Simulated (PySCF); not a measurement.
Compound: C7H5F2Se (charge -1).
Bonds: F1–C2, C2–F3, C2–C4, C4–C5 (aromatic), C5–C6 (aromatic), C6–C7 (aromatic), C7–C8 (aromatic), C8–C9 (aromatic), C9–Se10, C4–C9 (aromatic). Hydrogens: H11 on C2; H12 on C5; H13 on C6; H14 on C7; H15 on C8.

A GFN2-xTB structure was refined with PySCF 2.14.0, PBE0-D3(BJ)/def2-SVP geometry optimisation, gas phase. Its GFN2-xTB values:

```json
{"coordinate": "F1–C2", "GFN2-xTB": "1.381 Å"}
{"coordinate": "C2–C4", "GFN2-xTB": "1.456 Å"}
{"coordinate": "C2–H11", "GFN2-xTB": "1.098 Å"}
{"coordinate": "C4–C5", "GFN2-xTB": "1.417 Å"}
{"coordinate": "C4–C9", "GFN2-xTB": "1.422 Å"}
{"coordinate": "C5–C6", "GFN2-xTB": "1.384 Å"}
{"coordinate": "C5–H12", "GFN2-xTB": "1.076 Å"}
{"coordinate": "C6–C7", "GFN2-xTB": "1.377 Å"}
{"coordinate": "C6–H13", "GFN2-xTB": "1.093 Å"}
{"coordinate": "C7–C8", "GFN2-xTB": "1.385 Å"}
{"coordinate": "C7–H14", "GFN2-xTB": "1.110 Å"}
{"coordinate": "C8–C9", "GFN2-xTB": "1.378 Å"}
{"coordinate": "C8–H15", "GFN2-xTB": "1.075 Å"}
{"coordinate": "C9–Se10", "GFN2-xTB": "1.865 Å"}
{"coordinate": "F1–C2–F3", "GFN2-xTB": "102.6°"}
{"coordinate": "F1–C2–C4", "GFN2-xTB": "112.9°"}
{"coordinate": "C2–C4–C5", "GFN2-xTB": "119.1°"}
{"coordinate": "C2–C4–C9", "GFN2-xTB": "122.7°"}
{"coordinate": "C4–C9–C8", "GFN2-xTB": "119.1°"}
{"coordinate": "C4–C9–Se10", "GFN2-xTB": "121.4°"}
{"coordinate": "C5–C4–C9", "GFN2-xTB": "118.2°"}
{"coordinate": "C5–C6–C7", "GFN2-xTB": "119.3°"}
```

Problem. How do these coordinates change at the PBE0-D3(BJ)/def2-SVP level?

Solution. 
| coordinate | PBE0-D3(BJ)/def2-SVP (Å or °) | change |
| --- | --- | --- |
| C8–C9 | 1.420 | +0.042 |
| C2–C4 | 1.492 | +0.036 |
| C6–C7 | 1.402 | +0.025 |
| C4–C5 | 1.398 | -0.019 |
| C5–H12 | 1.095 | +0.019 |
| C8–H15 | 1.093 | +0.018 |
| C7–H14 | 1.096 | -0.014 |
| C9–Se10 | 1.878 | +0.013 |
| F1–C2 | 1.370 | -0.011 |
| C5–C6 | 1.390 | +0.006 |
| C2–H11 | 1.102 | +0.004 |
| C4–C9 | 1.423 | +0.001 |
| C7–C8 | 1.386 | +0.001 |
| C6–H13 | 1.093 | 0.000 |
| C4–C9–C8 | 115.3 | -3.8 |
| C5–C4–C9 | 121.6 | +3.4 |
| C4–C9–Se10 | 124.5 | +3.1 |
| F1–C2–F3 | 104.8 | +2.2 |
| C2–C4–C9 | 120.7 | -2.0 |
| F1–C2–C4 | 111.2 | -1.7 |
| C2–C4–C5 | 117.7 | -1.4 |
| C5–C6–C7 | 117.9 | -1.4 |

The energy falls by 15.1 kJ/mol over 6 energy and gradient evaluations, the largest force component goes from 0.0446 to 3.7e-04 Eh/bohr, and the atoms move by 0.029 Å rms after alignment. The bond that changes most is C8–C9 (aromatic CH carbon to substituted aromatic carbon), which lengthens by 0.042 Å. Bonds longer at the end by more than 0.005 Å: 8 of 15; shorter: 3. Rotational constants go from 1097, 816.6, 509.2 to 1095, 790.8, 500.0 MHz.

The run used 183 basis functions and 45 SCF cycles in all. The run took 3.0 min of wall time on one thread of an Arm Neoverse N1, shared host, and the process peaked at 0.88 GiB of memory.

No PBE0-D3(BJ)/def2-SVP frequencies stand behind this structure, so it isn't proved a minimum.

Conformer computed: `[F:1][CH:2]([F:3])[c:4]1[cH:5][cH:6][cH:7][cH:8][c:9]1[Se-:10]`: F1–C2–C4–C5 59°.

One conformer stands for the species.
